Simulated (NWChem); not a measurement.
# SiClF, singlet; SMILES F[Si]Cl

```xyz
3

Si     0.6625    -0.5999     0.0000
F     -0.6965    -1.5297     0.0000
Cl    -0.1749     1.3376     0.0000
```
Atoms are numbered in this order, from 1.

Level: PBE-D3(BJ)/def2-SVP (NWChem), optimised geometry, unscaled harmonic frequencies. Low-valent species are run as closed-shell singlets; no triplet was tried in these runs.

| frequency (cm⁻¹) | IR intensity (km/mol) |
|---|---|
| 245 | 4.6 |
| 516 | 126.0 |
| 836 | 104.4 |

| Property | Result |
|---|---|
| zero-point energy | 2.3 kcal/mol |
| thermal correction to the enthalpy at 298.15 K (with zero-point energy) | 5.1 kcal/mol |
| heat capacity Cv | 9.5 cal/(mol K) |
| entropy at 298.15 K and 1 atm (symmetry number 1) | 66.0 cal/(mol K) |
| dipole moment | 1.00 D |

Rigid rotor and harmonic oscillator.
